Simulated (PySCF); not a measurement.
PySCF 2.14 output of an unrestricted B97-3 calculation on a single atom or ion in x2c-TZVPPall with one added diffuse shell each of s, p, d, f type (12s8p8d5f2g, 129 functions), with scalar relativity by spin-free X2C-1e:

```
SCF conv_tol = 1e-09
number electrons alpha = 32  beta = 27
    T. W. Keal and D. J. Tozer.,  J. Chem. Phys. 123, 121103 (2005)
cycle= 1 E= -10018.8247966879  delta_E= -0.0194  |g|= 0.092  |ddm|= 0.231
cycle= 2 E= -10018.8244426611  delta_E= 0.000354  |g|= 0.108  |ddm|= 0.133
cycle= 3 E= -10018.8258381462  delta_E= -0.0014  |g|= 0.00816  |ddm|= 0.0585
cycle= 4 E= -10018.8258450238  delta_E= -6.88e-06  |g|= 0.00141  |ddm|= 0.00473
cycle= 5 E= -10018.8258453036  delta_E= -2.8e-07  |g|= 0.000149  |ddm|= 0.00159
cycle= 6 E= -10018.8258453069  delta_E= -3.34e-09  |g|= 8.14e-06  |ddm|= 0.000114
cycle= 7 E= -10018.825845307  delta_E= -4.37e-11  |g|= 2.45e-06  |ddm|= 1.53e-05
converged SCF energy = -10018.825845307  <S^2> = 8.7535845  2S+1 = 6.0011947
```

The run itself started from symmetry-adapted Hartree-Fock orbitals and held the occupation by maximum overlap, on a logarithmic radial grid, so the iterations belong to that start.

Problem. Which element, charge and spin multiplicity is this?

Solution. Pm²⁺ (promethium, charge +2), multiplicity 6; the state was [Xe] 4f5, one real determinant.

⟨L²⟩ = 24.01 against 30 for a pure H term, so this real determinant mixes terms. Spin-orbit coupling, absent here, splits the open shell strongly.
